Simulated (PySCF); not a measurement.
Geometry (Å), atoms numbered from 1 in this order:
```xyz
19

C     4.1499    1.7329   -0.6799
C     3.1556    1.2458   -0.1806
C     1.9815    0.6485    0.3802
C     1.9268   -0.8956    0.5419
Si    0.7117   -0.2445   -0.6948
C    -1.0759   -0.1575   -0.2767
C    -1.6093   -0.9458    0.6784
O    -2.8679   -0.9748    1.1160
C    -3.7918   -0.0891    0.5368
H     5.0293    2.1691   -1.1144
H     1.5504    1.2030    1.2241
H     1.5991   -1.2540    1.5238
H     2.8103   -1.4284    0.1750
H     1.0675   -0.3514   -2.1307
H    -1.7101    0.5624   -0.8039
H    -1.0090   -1.6858    1.2192
H    -4.7548   -0.2684    1.0300
H    -3.8973   -0.2716   -0.5464
H    -3.4910    0.9613    0.6927
```

All values are calculated (PySCF): geometry: PBE0-D3(BJ)/def2-SVP, HF/pcSseg-1 with gauge-including orbitals. One conformer, one averaged value for each set of equivalent atoms, relativity neglected, no solvent model.

Question: Predict the 2D correlation tables (HSQC, COSY, HMBC).

Answer: 

HSQC (one-bond C–H):
| δH | δC |
| --- | --- |
| 6.71 (H16) | 171.9 (C7) |
| 4.09 (H15) | 81.8 (C6) |
| 3.37 (H17/H18/H19) | 49.8 (C9) |
| 2.22 (H10) | 72.2 (C1) |
| 0.82 (H12) | -2.6 (C4) |
| 0.70 (H11) | -7.2 (C3) |
| 0.51 (H13) | -2.6 (C4) |

COSY cross peaks (H two or three bonds apart, from the bond graph; peaks can be absent where the dihedral angle is near 90°):
| δH | δH |
| --- | --- |
| 6.71 (H16) | 4.09 (H15) |
| 4.09 (H15) | 3.45 (H14) |
| 3.45 (H14) | 0.82 (H12) |
| 3.45 (H14) | 0.70 (H11) |
| 3.45 (H14) | 0.51 (H13) |
| 0.82 (H12) | 0.70 (H11) |
| 0.82 (H12) | 0.51 (H13) |
| 0.70 (H11) | 0.51 (H13) |

HMBC (two and three bonds, from the bond graph):
| δH | δC |
| --- | --- |
| 6.71 (H16) | 81.8 (C6), 49.8 (C9) |
| 4.09 (H15) | 171.9 (C7), -2.6 (C4), -7.2 (C3) |
| 3.45 (H14) | 171.9 (C7), 89.6 (C2), 81.8 (C6), -2.6 (C4), -7.2 (C3) |
| 3.37 (H17/H18/H19) | 171.9 (C7) |
| 2.22 (H10) | 89.6 (C2), -7.2 (C3) |
| 0.82 (H12) | 89.6 (C2), 81.8 (C6), -7.2 (C3) |
| 0.70 (H11) | 89.6 (C2), 81.8 (C6), 72.2 (C1), -2.6 (C4) |
| 0.51 (H13) | 89.6 (C2), 81.8 (C6), -7.2 (C3) |

Chemical shifts δ = σref − σ; 1H, 13C against TMS, all at this level.

Short H···H contacts in this conformer between protons four or more bonds apart (candidates for NOE cross peaks, intensity ∝ r⁻⁶): H15···H18 2.35 Å, H12···H16 2.66 Å.

Shifts are as computed. Against solution values, carbons near 30 ppm lie about -0 ppm off and those near 130 ppm about +7 ppm. Of 1211 compounds with measured shifts, 218 miss one by over three times the rms of a fit or turn the order of signals round; such compounds aren't used in these exercises.
